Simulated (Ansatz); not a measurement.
mer-FeBr3(NH3)3 (FeBr3N3H9) was relaxed with r2SCAN-D4 (def2-SVP) in Ansatz in these states: charge +1 singlet, charge -1 singlet, neutral doublet, neutral quartet, neutral sextet. The geometries follow in no particular order.

A:

```tsv
atom	x (Å)	y (Å)	z (Å)
Fe1	-0.206	-0.197	-0.227
Br2	-1.356	-0.901	1.955
Br3	1.291	0.854	-2.013
Br4	-1.668	-1.574	-1.795
N5	0.933	0.883	1.014
H6	0.970	1.868	0.738
H7	1.911	0.581	1.018
H8	0.552	0.792	1.965
N9	0.998	-1.786	-0.126
H10	1.922	-1.632	-0.541
H11	0.501	-2.463	-0.717
H12	1.091	-2.196	0.807
N13	-1.533	1.277	-0.458
H14	-1.162	2.101	-0.940
H15	-2.019	1.554	0.400
H16	-2.223	0.839	-1.080
```

B:

```xyz
16

Fe    0.311   -0.269   -0.010
Br    0.976    0.790    2.086
Br   -0.673   -0.945   -2.134
Br    2.070   -1.889   -0.024
N    -1.243    1.064    0.018
H    -2.144    0.598   -0.113
H    -1.173    1.735   -0.750
H    -1.238    1.577    0.907
N     1.544    0.964   -0.985
H     1.275    1.098   -1.963
H     2.452    0.489   -0.980
H     1.673    1.870   -0.526
N    -0.832   -1.570    0.985
H    -1.598   -1.940    0.415
H    -1.191   -1.215    1.874
H    -0.210   -2.356    1.201
```

C:

```xyz
16

Fe   -0.1836    0.1666   -0.3726
Br    1.7918    1.7963   -0.1724
Br   -1.8443   -1.7475    0.0698
Br   -1.1790    1.0370   -2.3672
N     0.6692   -0.6357    1.3893
H     0.8447   -1.6382    1.2911
H     0.0342   -0.5572    2.1864
H     1.5420   -0.1381    1.5981
N    -1.3332    1.4465    0.6808
H    -2.1000    0.9290    1.1203
H    -1.7364    2.1124    0.0140
H    -0.7990    1.9723    1.3761
N     0.9412   -1.0368   -1.5366
H     0.5784   -1.9933   -1.4871
H     1.9326   -1.0075   -1.2885
H     0.8414   -0.7057   -2.5015
```

D:

```xyz
16

Fe    0.169    0.237   -0.370
Br    0.382   -1.938   -1.229
Br   -0.073    2.009    1.163
Br    0.930    1.428   -2.167
N    -0.638   -0.813    1.260
H    -1.406   -0.296    1.700
H     0.053   -0.945    2.004
H    -0.974   -1.748    1.003
N     2.086    0.085    0.227
H     2.470    1.007    0.461
H     2.659   -0.296   -0.533
H     2.253   -0.519    1.038
N    -1.714    0.412   -1.029
H    -2.290    1.019   -0.436
H    -2.195   -0.487   -1.133
H    -1.713    0.844   -1.960
```

E:

```
atom   x (Å)   y (Å)   z (Å)
 Fe1  -0.172   0.326   0.369
 Br2   2.170  -0.071   1.174
 Br3  -2.281   0.243  -0.984
 Br4  -0.922   1.844   2.101
  N5   0.480  -1.086  -1.282
  H6   0.358  -0.645  -2.195
  H7  -0.123  -1.910  -1.303
  H8   1.454  -1.381  -1.172
  N9  -0.815  -1.386   1.565
 H10  -1.789  -1.628   1.371
 H11  -0.759  -1.054   2.531
 H12  -0.236  -2.225   1.499
 N13   0.574   2.013  -0.804
 H14  -0.160   2.394  -1.405
 H15   1.414   1.843  -1.359
 H16   0.809   2.722  -0.105
```

Judge from the bond lengths which geometry belongs to which state (an estimate).

A is the charge -1 singlet (Fe1–N5 2.001 Å, Fe1–Br4 2.548 Å, Fe1–Br2 2.565 Å); B is the neutral doublet (Fe1–N5 2.048 Å, Fe1–Br4 2.392 Å, Fe1–Br2 2.441 Å); C is the neutral quartet (Fe1–N5 2.115 Å, Fe1–Br4 2.393 Å, Fe1–Br2 2.569 Å); D is the charge +1 singlet (Fe1–N5 2.100 Å, Fe1–Br4 2.286 Å, Fe1–Br2 2.349 Å); E is the neutral sextet (Fe1–N5 2.268 Å, Fe1–Br4 2.422 Å, Fe1–Br2 2.508 Å).

At r2SCAN-D4/def2-SVP the highest occupied level of the relaxed charge -1 singlet lies above zero (up to 1.20 eV). The electron is either unbound and held by the finite basis, or the level is raised by self-interaction error. At r2SCAN-D4/def2-SVP the charge 0 doublet is spin-contaminated (final ⟨S²⟩ up to 0.86, 0.75 for a pure state). This restricted singlet of an open-shell metal (gap down to 0.09 eV) wasn't tested against broken symmetry. At PBE0-D4/def2-TZVP a sextet lies 0.67 eV below the neutral doublet. At PBE0-D4/def2-TZVP a sextet lies 0.60 eV below the neutral quartet. The name describes the doublet; other states may take another shape.
